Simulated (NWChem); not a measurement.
Everything below was run with NWChem. System: H5BS, charge 0, spin multiplicity 1, at a geometry optimised with PBE0/def2-SVP. The structure started from a generated list of species. Level: CCSD(T)/def2-TZVP, 6 core orbitals frozen.

Output (cleaned and shortened):

```
             Northwest Computational Chemistry Package (NWChem) 7.3.0
             --------------------------------------------------------

                                NWChem Input Module
                                -------------------

 Scaling coordinates for geometry "geometry" by  1.889725989
 (inverse scale =  0.529177249)

 Turning off AUTOSYM since
 SYMMETRY directive was detected!

                             Geometry "geometry" -> ""
                             -------------------------

 Output coordinates in angstroms (scale by  1.889725989 to convert to a.u.)

  No.       Tag          Charge          X              Y              Z
 ---- ---------------- ---------- -------------- -------------- --------------
    1 B                    5.0000     1.29442500    -0.47083600     0.00000000
    2 H                    1.0000     1.73654400     0.02598000    -1.02057400
    3 H                    1.0000     1.73654400     0.02598000     1.02057400
    4 H                    1.0000     1.17051200    -1.67915500     0.00000000
    5 S                   16.0000    -0.54678600     0.29735700     0.00000000
    6 H                    1.0000    -1.18357700    -0.38816600    -0.97860200
    7 H                    1.0000    -1.18357700    -0.38816600     0.97860200

 Effective nuclear repulsion energy (a.u.)      54.2674259617

            Nuclear Dipole moment (a.u.)
            ----------------------------
        X                 Y               Z
 ---------------- ---------------- ----------------
    -0.0000094486     0.0000094486     0.0000000000

      Symmetry information
      --------------------

 Group name             Cs
 Group number              2
 Group order               2
 No. of unique centers     5

      Symmetry unique atoms

     1    2    4    5    6


 Summary of "ao basis" -> "" (spherical)
 ------------------------------------------------------------------------------
       Tag                 Description            Shells   Functions and Types
 ---------------- ------------------------------  ------  ---------------------
 *                         def2-tzvp                  on all atoms

 Summary of "ao basis" -> "ao basis" (spherical)
 ------------------------------------------------------------------------------
       Tag                 Description            Shells   Functions and Types
 ---------------- ------------------------------  ------  ---------------------
 B                         def2-tzvp                11       31   5s3p2d1f
 H                         def2-tzvp                 4        6   3s1p
 S                         def2-tzvp                13       37   5s5p2d1f

                                 NWChem SCF Module
                                 -----------------

  ao basis        = "ao basis"
  functions       =    98
  atoms           =     7
  closed shells   =    13
  open shells     =     0
  charge          =   0.00
  wavefunction    = RHF
  use symmetry    = T
  symmetry adapt  = T

 Summary of "ao basis" -> "ao basis" (spherical)
 ------------------------------------------------------------------------------
       Tag                 Description            Shells   Functions and Types
 ---------------- ------------------------------  ------  ---------------------
 B                         def2-tzvp                11       31   5s3p2d1f
 H                         def2-tzvp                 4        6   3s1p
 S                         def2-tzvp                13       37   5s5p2d1f

      Symmetry analysis of basis
      --------------------------

        a'         63
        a"         35

 Forming initial guess at       0.1s

      Superposition of Atomic Density Guess
      -------------------------------------

 Sum of atomic energies:        -424.51326019

      Non-variational initial energy
      ------------------------------

 Total energy =    -425.307891
 1-e energy   =    -691.638504
 2-e energy   =     212.063187
 HOMO         =      -0.352395
 LUMO         =       0.065424

      Symmetry analysis of molecular orbitals - initial
      -------------------------------------------------

  Numbering of irreducible representations:

     1 a'          2 a"
[...]
    69      1.262449  5 S  pz                89      1.219355  6 H  s
    95     -1.219355  7 H  s                 14     -0.452502  1 B  pz
    66      0.222458  5 S  pz                34     -0.209270  2 H  s
    40      0.209270  3 H  s                 63      0.169505  5 S  pz

 Vector   16  Occ=0.000000D+00  E= 1.522831D-01  Symmetry=a'
              MO Center=  1.7D+00, -6.2D-01,  8.5D-16, r^2= 7.4D+00
   Bfn.  Coefficient  Atom+Function         Bfn.  Coefficient  Atom+Function
  ----- ------------  ---------------      ----- ------------  ---------------
     5      3.270097  1 B  s                  4     -1.895145  1 B  s
    34     -0.900422  2 H  s                 40     -0.900422  3 H  s
    46     -0.896362  4 H  s                 12      0.686479  1 B  px
    67      0.532422  5 S  px                54      0.503316  5 S  s
     9      0.295818  1 B  px                68     -0.257574  5 S  py

 center of mass
 --------------
 x =  -0.03686914 y =   0.07481712 z =   0.00000000

 moments of inertia (a.u.)
 ------------------
          44.169764860547          45.834241063472           0.000000000000
          45.834241063472         151.054715258340           0.000000000000
           0.000000000000           0.000000000000         166.443456394629

  Mulliken analysis of the total density
  --------------------------------------

    Atom       Charge   Shell Charges
 -----------   ------   -------------------------------------------------------
    1 B    5     5.24   0.91  1.07  0.45  0.52  0.04  0.95  1.05  0.14  0.04  0.07  0.01
    2 H    1     1.04   0.25  0.52  0.25  0.01
    3 H    1     1.04   0.25  0.52  0.25  0.01
    4 H    1     1.04   0.25  0.53  0.25  0.01
    5 S   16    16.00   2.01  0.49  1.48  1.06  0.73  4.18  1.69  0.88  2.37  0.93  0.05  0.11  0.01
    6 H    1     0.82   0.23  0.48  0.09  0.02
    7 H    1     0.82   0.23  0.48  0.09  0.02

       Multipole analysis of the density wrt the origin
       ------------------------------------------------

     L   x y z        total         open         nuclear
     -   - - -        -----         ----         -------
     0   0 0 0     -0.000000      0.000000     26.000000

     1   1 0 0     -1.581871      0.000000     -0.000009
     1   0 1 0      0.099821      0.000000      0.000009
     1   0 0 1     -0.000000      0.000000      0.000000

     2   2 0 0    -18.761277      0.000000     83.435264
     2   1 1 0      1.869879      0.000000    -23.587420
     2   1 0 1     -0.000000      0.000000      0.000000
     2   0 2 0    -18.630459      0.000000     20.160189
     2   0 1 1      0.000000      0.000000      0.000000
     2   0 0 2    -16.164443      0.000000     14.278780

                   NWChem Extensible Many-Electron Theory Module
                   ---------------------------------------------


            General Information
            -------------------
      Number of processors :     1
         Wavefunction type : Restricted Hartree-Fock
          No. of electrons :    26
           Alpha electrons :    13
            Beta electrons :    13
           No. of orbitals :   196
            Alpha orbitals :    98
             Beta orbitals :    98
        Alpha frozen cores :     6
         Beta frozen cores :     6
     Alpha frozen virtuals :     0
      Beta frozen virtuals :     0
         Spin multiplicity : singlet
    Number of AO functions :    98
       Number of AO shells :    44
        Use of symmetry is : on
      Symmetry adaption is : on
         Schwarz screening : 0.10D-09

          Correlation Information
          -----------------------
          Calculation type : Coupled-cluster singles & doubles w/ perturbation
   Perturbative correction : (T)
            Max iterations :      100
        Residual threshold : 0.10D-05
     T(0) DIIS level shift : 0.00D+00
     L(0) DIIS level shift : 0.00D+00
     T(1) DIIS level shift : 0.00D+00
     L(1) DIIS level shift : 0.00D+00
     T(R) DIIS level shift : 0.00D+00
     T(I) DIIS level shift : 0.00D+00
   CC-T/L Amplitude update :  5-th order DIIS
                I/O scheme : Global Array Library
        L-threshold :  0.10D-05
        EOM-threshold :  0.10D-05
 no EOMCCSD initial starts read in
 TCE RESTART OPTIONS
 SLICE:      F
 D4D5:       F
 quantumc:   F
 qrotation:  F
 pwtce:      F
 qducc:      F
 nacto:                         0
 nrotv:                         0
 nrot:                          0

            Memory Information
            ------------------
          Available GA space size is     249027196 doubles
          Available MA space size is     104849852 doubles

 Maximum block size supplied by input
 Maximum block size        24 doubles

 tile_dim =     18

 -------------------------------------------------
   1    alpha     a'     5 doubles       0       1
   2    alpha     a"     2 doubles       5       2
   3    beta      a'     5 doubles       7       1
   4    beta      a"     2 doubles      12       2
   5    alpha     a'    17 doubles      14       5
   6    alpha     a'    18 doubles      31       6
   7    alpha     a'    18 doubles      49       7
   8    alpha     a"    16 doubles      67       8
   9    alpha     a"    16 doubles      83       9
  10    beta      a'    17 doubles      99       5
  11    beta      a'    18 doubles     116       6
  12    beta      a'    18 doubles     134       7
  13    beta      a"    16 doubles     152       8
  14    beta      a"    16 doubles     168       9

 Global array virtual files algorithm will be used

 Parallel file system coherency ......... OK

 4-electron integrals stored in orbital form

 v2    file size   =          7093810
 4-index algorithm nr.  13 is used
 imaxsize =       30
 imaxsize ichop =        0


CCSD iterations
 ---------------------------------------------------------
 Iter          Residuum       Correlation     Cpu    Wall
 ---------------------------------------------------------
    1   0.1550254068811  -0.3101688123238     0.7     0.7
    2   0.0427820107153  -0.3436490569716     0.7     0.7
    3   0.0147683268715  -0.3510387388809     0.7     0.7
    4   0.0057110577225  -0.3530780415193     0.7     0.7
    5   0.0023952979325  -0.3537652770479     0.7     0.7
    6   0.0004904966433  -0.3541638539343     0.8     0.8
    7   0.0002145416817  -0.3541714817438     0.8     0.8
    8   0.0001055546441  -0.3541748342947     0.8     0.8
    9   0.0000586177720  -0.3541760999979     0.8     0.8
   10   0.0000323818256  -0.3541771277126     0.8     0.8
   11   0.0000062076290  -0.3541782632161     0.8     0.8
   12   0.0000027063443  -0.3541784776170     0.8     0.8
   13   0.0000014545577  -0.3541785293118     0.7     0.7
   14   0.0000008257877  -0.3541785310578     0.7     0.7
 -----------------------------------------------------------------
 Iterations converged
 CCSD correlation energy / hartree =        -0.354178531057800
 CCSD total energy / hartree       =      -425.462502782583499

 Singles contributions

 Doubles contributions
 CCSD(T)
 Using plain CCSD(T) code
             total no. of tasks          295
 total no. of tasks / no. procs          295
                         wl_min        32768           5.7
                         wl_max       729000           9.5
        thresh for no. of tasks          295

 CCSD[T]  correction energy / hartree =        -0.013045704222932
 CCSD[T] correlation energy / hartree =        -0.367224235280732
 CCSD[T] total energy / hartree       =      -425.475548486806417
 CCSD(T)  correction energy / hartree =        -0.012753502772856
 CCSD(T) correlation energy / hartree =        -0.366932033830656
 CCSD(T) total energy / hartree       =      -425.475256285356352

 Task  times  cpu:       44.7s     wall:       44.7s

 Total times  cpu:       44.7s     wall:       44.7s
```

### Question
Write an NWChem input that would produce this output.

### Answer
One answer among several that fit: 
```
start mol
memory heap 100 mb stack 700 mb global 1900 mb
geometry units angstroms nocenter noautoz
  B      1.294425    -0.470836     0.000000
  H      1.736544     0.025980    -1.020574
  H      1.736544     0.025980     1.020574
  H      1.170512    -1.679155     0.000000
  S     -0.546786     0.297357     0.000000
  H     -1.183577    -0.388166    -0.978602
  H     -1.183577    -0.388166     0.978602
  symmetry group Cs
end
basis spherical
  * library def2-tzvp
end
scf
  rhf
  nopen 0
  maxiter 100
  thresh 1e-7
  semidirect memsize 60000000 filesize 0
end
tce
  freeze core 6
  ccsd(t)
  2eorb
  2emet 13
  thresh 1e-6
  maxiter 100
  tilesize 24
end
task tce energy
```
